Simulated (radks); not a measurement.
These are the eigenvalues of the occupied orbitals of an atom or ion with whole-number occupations (eV). Method: Dirac Kohn-Sham, PBE, spin-unpolarised, spherical densities, point nucleus; computed with a radial shooting solver on a logarithmic mesh with Libxc functionals.

| orbital | eigenvalue |
|---|---|
| 1s1/2 | -52049.27 |
| 2s1/2 | -8836.596 |
| 2p1/2 | -8407.160 |
| 2p3/2 | -7661.510 |
| 3s1/2 | -2168.898 |
| 3p1/2 | -1982.793 |
| 3p3/2 | -1828.842 |
| 3d3/2 | -1508.513 |
| 3d5/2 | -1475.054 |
| 4s1/2 | -622.7269 |
| 4p1/2 | -548.7197 |
| 4p3/2 | -511.2507 |
| 4d3/2 | -388.5950 |
| 4d5/2 | -381.3623 |
| 5s1/2 | -224.1870 |
| 5p1/2 | -197.4313 |
| 5p3/2 | -188.1817 |
| 6s1/2 | -110.2940 |

Which element is it, and in what charge state? The configuration may be excited. Open shells, if any, are shared by 2j + 1.

Answer. Z = 65, terbium, charge +10: Tb10+ in [Xe] 6s1. The list shows which subshells hold electrons but not how many an open one holds; the 1s level, -1912.8 hartree, gives Z - s = 61.9 by -(Z - s)^2/2, which with screening and relativity narrows Z to a few neighbours, and the depths of the outer levels then fix element, charge and occupations together.
